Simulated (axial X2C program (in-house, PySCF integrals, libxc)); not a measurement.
Ω levels of IrBr from open-shell CI on d8 s0

Calculated with an in-house all-electron X2C program for linear molecules (integrals from PySCF): two-component X2C with atomic mean-field Coulomb and Gaunt terms, basis Ir dyall-v3z, Br dyall-v3z (cores contracted in-house). Orbitals come from Hartree–Fock averaged over the configuration Ir d8 s0; CI then distributes these electrons over the d, s shells of Ir.

R = 2.400 Å (near the minimum of the configuration average).

Active spinors (ω > 0):

| shell | ω | ε (eV) | character |
| --- | --- | --- | --- |
| d | 3/2 | -9.36 | 99% Ir d |
| d | 1/2 | -9.09 | 91% Ir d, 4% Br p |
| d | 5/2 | -8.18 | 100% Ir d |
| d | 3/2 | -8.10 | 95% Ir d |
| d | 1/2 | -7.76 | 77% Ir d, 19% Ir s |
| s | 1/2 | 3.27 | 76% Ir s, 17% Ir p |

Lowest levels of this model:

```json
{"Ω": "4", "energy (cm⁻¹)": "0", "g∥": "9.94", "μ (D)": "-5.06", "configuration": "100% d8"}
{"Ω": "3", "energy (cm⁻¹)": "990", "g∥": "7.48", "μ (D)": "-5.10", "configuration": "100% d8"}
{"Ω": "2", "energy (cm⁻¹)": "1379", "g∥": "4.89", "μ (D)": "-5.08", "configuration": "100% d8"}
{"Ω": "0", "energy (cm⁻¹)": "1420", "g∥": "0.00", "μ (D)": "-5.05", "configuration": "100% d8"}
{"Ω": "1", "energy (cm⁻¹)": "1462", "g∥": "2.43", "μ (D)": "-5.06", "configuration": "100% d8"}
{"Ω": "0", "energy (cm⁻¹)": "4703", "g∥": "0.00", "μ (D)": "-5.08", "configuration": "100% d8"}
{"Ω": "1", "energy (cm⁻¹)": "5582", "g∥": "1.76", "μ (D)": "-5.04", "configuration": "100% d8"}
{"Ω": "3", "energy (cm⁻¹)": "6927", "g∥": "6.50", "μ (D)": "-5.00", "configuration": "100% d8"}
{"Ω": "2", "energy (cm⁻¹)": "7770", "g∥": "4.45", "μ (D)": "-5.01", "configuration": "100% d8"}
{"Ω": "1", "energy (cm⁻¹)": "8068", "g∥": "2.45", "μ (D)": "-4.98", "configuration": "100% d8"}
{"Ω": "0", "energy (cm⁻¹)": "8178", "g∥": "0.00", "μ (D)": "-4.98", "configuration": "100% d8"}
{"Ω": "2", "energy (cm⁻¹)": "9480", "g∥": "3.32", "μ (D)": "-5.04", "configuration": "100% d8"}
{"Ω": "1", "energy (cm⁻¹)": "13259", "g∥": "2.21", "μ (D)": "-5.02", "configuration": "100% d8"}
{"Ω": "2", "energy (cm⁻¹)": "13589", "g∥": "5.17", "μ (D)": "-4.97", "configuration": "100% d8"}
{"Ω": "0", "energy (cm⁻¹)": "14224", "g∥": "0.00", "μ (D)": "-4.94", "configuration": "100% d8"}
{"Ω": "0", "energy (cm⁻¹)": "16819", "g∥": "0.00", "μ (D)": "-5.07", "configuration": "100% d8"}
{"Ω": "0", "energy (cm⁻¹)": "17948", "g∥": "0.00", "μ (D)": "-4.92", "configuration": "100% d8"}
{"Ω": "0", "energy (cm⁻¹)": "18292", "g∥": "0.00", "μ (D)": "-4.87", "configuration": "100% d8"}
{"Ω": "4", "energy (cm⁻¹)": "19371", "g∥": "8.07", "μ (D)": "-5.22", "configuration": "100% d8"}
{"Ω": "3", "energy (cm⁻¹)": "20735", "g∥": "6.04", "μ (D)": "-5.04", "configuration": "100% d8"}
{"Ω": "0", "energy (cm⁻¹)": "23211", "g∥": "0.00", "μ (D)": "-4.95", "configuration": "100% d8"}
```

g∥ is the magnitude of 2⟨Lz + ge Sz⟩ for the +Ω component. μ is positive if the Br end is positive.

(1) From Ω and g∥ of the lowest level, whose 2⟨Lz + ge Sz⟩ is positive, find ⟨Sz⟩ and ⟨Lz⟩ (ge = 2.0023).

Occupations of the active spinors in the lowest level by ω, shell by shell in order of energy: -5/2: 0.00; -3/2: 0.93 0.06; -1/2: 1.00 1.00 0.00; 1/2: 1.00 1.00 0.00; 3/2: 1.00 1.00; 5/2: 1.00. The leading determinant has weight 0.94 among 24.

This point took 1.7 s on 1 thread of AMD EPYC 9R45 96-Core Processor (Zen 5) (shared host).

Dynamic correlation is missing, so gaps between terms are too wide and other configurations may lie lower; the lowest level listed is that of this model, not necessarily the ground state. For d shells the ligand-field splittings (σ, π, δ) and their order can be off by a thousand cm⁻¹ or more. At most 4 roots were kept for each Ω > 0 (twice that for Ω = 0) within 3.2 eV of the lowest, so higher up levels can be missing between those listed; levels with Ω > 0 are doubly degenerate and listed once, Ω = 0 levels singly. Some active spinors are only partly of the character that their shell is named for, so the shell names and counts are nominal. States that fill the shells left empty in the average are placed too high.

Results:

(1) Ω = ⟨Lz⟩ + ⟨Sz⟩ = 4 and ⟨Lz⟩ + ge⟨Sz⟩ = 4.970, so ⟨Sz⟩ = 0.97 and ⟨Lz⟩ = 3.03.
